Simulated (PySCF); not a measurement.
diphosphane (H4P2), SMILES PP. Atoms are numbered in the order given.

```xyz
6

P     -1.1175    -0.1312     0.0000
P      1.1175     0.1312     0.0000
H     -1.3225     0.8312     1.0246
H     -1.3225     0.8312    -1.0246
H      1.3225    -0.8312     1.0246
H      1.3225    -0.8312    -1.0246
```
Charge 0, spin multiplicity 1.

Geometry: B3LYP-D3(BJ)/def2-TZVP.

Two levels are set side by side: PBE/pcSseg-2 (PySCF) and PBE0/pcSseg-2 (PySCF). GIAO shifts against PH3 (³¹P), TMS (¹H) at the same level; non-relativistic, no solvent, atoms listed together averaged. Differences are taken from unrounded values.

```json
[
 {"quantity": "δ(³¹P) of P1, P2 (ppm)", "PBE0": "53.3"},
 {"quantity": "δ(¹H) of H3, H4, H5, H6 (ppm)", "PBE0": "2.66"}
]
```

### Question
What does PBE give, and how far is it from PBE0? (The exact figures need the calculation; the answer reports its results.)

### Answer

```tsv
quantity	PBE	PBE minus PBE0
δ(³¹P) of P1, P2 (ppm)	64.3	11.0
δ(¹H) of H3, H4, H5, H6 (ppm)	2.69	0.04
```

Rough cost on one machine, each run with all the roots and properties that it gave: PBE0 against PBE within a factor of 2.
